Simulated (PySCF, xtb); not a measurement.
NiO₃, SMILES [O]=[Ni]1[O][O]1, multiplicity 1.

GFN2-xTB in xtb 6.7.1 at its own geometry gives an orbital gap of 0.69 eV and a dipole moment of 1.41 D.

The structure is a stationary point at B3LYP-D3(BJ)/def2-SVP. The multiplicity is an assumed one; other spin states were not compared.

Problem. What does HF/def2-TZVPD (PySCF) give? (Estimate from the structure and the level; the computed values follow.)

Solution. gap 10.68 eV (levels -12.03 and -1.35 eV), dipole 1.82 D.
